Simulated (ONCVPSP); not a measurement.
**Zn, ONCV: configuration errors across variants**

* Element: Zn (Z = 30)
* Generator: ONCVPSP 4.0.1
* Type: optimised norm-conserving Vanderbilt (ONCV)
* Functional: LDA (Perdew-Wang 92)
* Relativity: scalar-relativistic
* Frozen core: [Ar]
* Valence charge: 12
* Reference configuration: 3d10 4s2
* Partial waves: 4s: rc 1.80 bohr, ncon 4, nbas 9, qcut 3.4 1/bohr, 2 projectors, debl 2.6 Ha; p scattering state at 0.1 Ha: rc 1.90 bohr, ncon 4, nbas 7, qcut 5.1 1/bohr, 2 projectors, debl 2.8 Ha; 3d: rc 1.50 bohr, ncon 3, nbas 8, qcut 9.5 1/bohr, 2 projectors, debl 3.3 Ha
* Local potential: polynomial inside 1.45 bohr (lpopt 5, dvloc0 0 Ha)
* Core correction: Teter function, fcfact 2.5, rcfact 1.1

All-electron excitation energies from the reference (eV): (1) 3d10 4s1 10.184; (2) 3d10 4s0 28.947; (3) 3d9 4s0 69.843; (4) 3d10 4s0 4p2 10.754.

1 further variants failed, have other tests or too few solved ones, and are left out.

A true bound ghost makes a file unfit for plane-wave use even where its test errors are small: the radial tests pick states by their node count and pass the ghost by.

Errors AE − PS in meV (a dash: test not solved or not reliable):

```csv
change,(1),(2),(3),(4),bound ghosts,GHOST(+) flags above zero
base,+1.8,+19,+121,+6.3,none,"s, p"
d: nproj 3,+1.9,+19,+123,+6.6,none,"s, p"
p: debl 0.35,+1.8,+19,+121,+6.1,p,s
d: rc 1.98,+4.0,+28,+226,+6.9,none,"s, p"
p: nbas 9,+1.8,+19,+121,+6.2,none,s
d: rc 2.02,+4.0,+28,+235,+6.7,none,"s, p"
"local potential polynomial inside 1.10 bohr (lpopt 5, dvloc0 -1 Ha)",+2.2,+19,+122,+6.5,none,"s, p"
"core correction Teter function, parameters optimised by the program",-0.9,-2.3,-2.0,-0.6,none,"s, p"
"core correction Teter function, fcfact 6, rcfact 1.1",+1.7,+18,+120,+6.1,none,"s, p"
```

(1) Give the same row for: local potential polynomial inside 1.45 bohr (lpopt 5, dvloc0 -2.5 Ha).

Answers

(1) +1.9, +19, +123, +6.5; bound ghosts: none; GHOST(+) flags above zero: s, p.
